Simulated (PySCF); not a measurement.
Species: C4H11Si (charge -1).
Atom-mapped SMILES: `[CH3:1][CH2:2][CH2:3][SiH-:4][CH3:5]` (hydrogens: H6, H7, H8 on C1; H9, H10 on C2; H11, H12 on C3; H13 on Si4; H14, H15, H16 on C5)

Jobs on this species (16 atoms, 50 electrons) with PySCF (density fitting). Hardware of each: one thread, Arm Neoverse N1, on a shared host. The host was shared with other jobs, so the times are rough.

| level and settings | work | basis functions | SCF cycles | wall time |
| --- | --- | --- | --- | --- |
| PBE0/def2-SVPD | 8 singlets by full TDDFT, 3 Tamm–Dancoff triplets, polarisability | 192 | ? | ? |
| PBE0/pcSseg-1 | shieldings, charges and field gradients | 147 | 12 | 25 s |
| delta-SCF UKS SCAN, pcX-2 on the ionised atom, pcseg-1 elsewhere, spin-free X2C | ΔSCF core ionisation, 6 holes | 171 | 89 | 1.7 min |

Q: Fill in the missing figures.

A: 
- PBE0/def2-SVPD; 8 singlets by full TDDFT, 3 Tamm–Dancoff triplets, polarisability: 36 s, 12 SCF cycles

Q: What do all jobs in the table cost together?

A: About 2.7 min; the longest takes about 63 % of that, and about 4.1 times as long as the shortest.
